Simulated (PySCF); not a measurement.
C6H5, SMILES [c]1ccccc1 (connectivity only; charge and spin as stated), charge +1, multiplicity 1.

Geometry: B3LYP-D3(BJ)/def2-SVP. The spin state was assumed, not searched. The isomer is the one that the SMILES or the coordinates give; other isomers of the formula were not compared.

Level of theory: B3LYP-D3(BJ)/def2-SVP run with PySCF 2.14.0.

No scaling factor is applied to the harmonic values.

Computed normal modes with their intensities:
```tsv
mode	ν (cm⁻¹)	IR (km/mol)	moving atoms (share of kinetic energy)
1	391	0.0	H 57 %, C 43 %
2	403	10.8	C 82 %, H 18 %
3	422	20.5	C 92 %, H 8 %
4	472	0.0	C 52 %, H 48 %
5	543	1.4	C 64 %, H 36 %
6	658	4.2	C 90 %, H 10 %
7	704	133.5	H 80 %, C 20 %
8	862	0.1	H 75 %, C 25 %
9	895	0.1	C 86 %, H 14 %
10	948	0.0	H 75 %, C 25 %
11	978	9.7	C 53 %, H 47 %
12	998	0.6	H 67 %, C 33 %
13	1001	3.1	H 64 %, C 36 %
14	1077	15.1	C 72 %, H 28 %
15	1107	38.6	H 60 %, C 40 %
16	1130	0.0	H 77 %, C 23 %
17	1180	12.1	H 62 %, C 38 %
18	1278	16.6	H 70 %, C 30 %
19	1360	38.9	C 81 %, H 19 %
20	1487	0.8	C 75 %, H 25 %
21	1492	10.9	C 76 %, H 24 %
22	1806	36.5	C 96 %
23	3180	33.6	H 92 %, C 8 %
24	3180	25.0	H 92 %, C 8 %
25	3221	40.1	H 91 %, C 9 %
26	3223	225.7	H 91 %, C 9 %
27	3229	39.8	H 91 %, C 9 %
```
